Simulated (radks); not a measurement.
Results of a calculation; reference values are marked as such.
Question: Species: Yb+. Configuration: [Xe] 4f13 6s2 (not the ground configuration). Code: a radial shooting solver on a logarithmic mesh with Libxc functionals. Model: Dirac Kohn-Sham, PBE, spin-unpolarised, spherical densities, point nucleus; open shells fill j = l - 1/2 first.

Spin-orbit splittings of the eigenvalues, e(l+1/2) - e(l-1/2), with zeta = 2 splitting/(2l+1) and mean radii in bohr:

shell  occ.  splitting (eV)  zeta (eV)  <r> j=l-1/2  <r> j=l+1/2
2p        6            1047      698.0      0.06872      0.07622
3p        6           222.2      148.1       0.2061       0.2201
3d       10           48.54      19.42       0.1935       0.1978
4p        6           50.42      33.61       0.4952       0.5274
4d       10           9.199      3.680       0.5521       0.5635
4f       13           1.392     0.3978       0.7298       0.7447
5p        6               ?          ?        1.332        1.439

Estimate the 5p splitting.

Answer: 6.547 eV (zeta = 4.364 eV).
